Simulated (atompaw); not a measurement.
## Cutoff test, thallium (Tl), PAW (atompaw)

thallium, PAW, made with atompaw 4.2.0.5 (PBE, scalar-relativistic). Core [Xe] 4f14, reference 5d10 6s2 6p0 (charge +1). Waves: 6s (bound): rc 3.00 bohr; 6s channel at 0.75 Ry: rc 3.00 bohr; 6p (bound, empty): rc 3.00 bohr; 6p channel at 3.45 Ry: rc 3.00 bohr; 5d (bound): rc 3.00 bohr; 5d channel at 1 Ry: rc 3.00 bohr. Local part: bessel scheme, radius 2.65 bohr. Core correction: smooth core density matched at 2.45 bohr. Augmentation charge: sinc compensation charge, radius 2.70 bohr; PAW radius 3.00 bohr; waves and projectors: custom rrkj vanderbiltortho.

The pseudo-atom Hamiltonian at the reference potential is diagonalised in spherical Bessel functions j_l(qr) that vanish at 20 bohr, with q² up to the cutoff. All-electron valence levels (Ry): 6s -1.1987, 6p -0.6019, 5d -1.6725.

Problem. How do the lowest levels (Ry) of each channel move with the cutoff, and are there ghosts?

Solution.

```csv
cutoff (Ry),s #1,p #1,p #2,d #1,d #2,f #1,f #2,Σ f·Δε (mRy)
8,-1.1987,-0.6019,-0.1599,-1.6552,-0.1688,-0.0506,0.0451,172.6
10,-1.1987,-0.6019,-0.1599,-1.6706,-0.1692,-0.0506,0.0451,19.0
12,-1.1987,-0.6019,-0.1599,-1.6722,-0.1694,-0.0506,0.0451,2.6
15,-1.1987,-0.6019,-0.1599,-1.6722,-0.1695,-0.0506,0.0451,2.3
18,-1.1987,-0.6020,-0.1599,-1.6724,-0.1695,-0.0506,0.0451,0.6
21,-1.1987,-0.6020,-0.1599,-1.6724,-0.1695,-0.0506,0.0451,0.3
25,-1.1987,-0.6020,-0.1599,-1.6724,-0.1695,-0.0506,0.0451,0.2
400,-1.1987,-0.6020,-0.1599,-1.6725,-0.1695,-0.0506,0.0451,0.0
```

Result: no extra level below or beside the all-electron valence levels (s, p, d, f tested); 10 mRy is reached at 12 Ry and 1 mRy at 18 Ry.
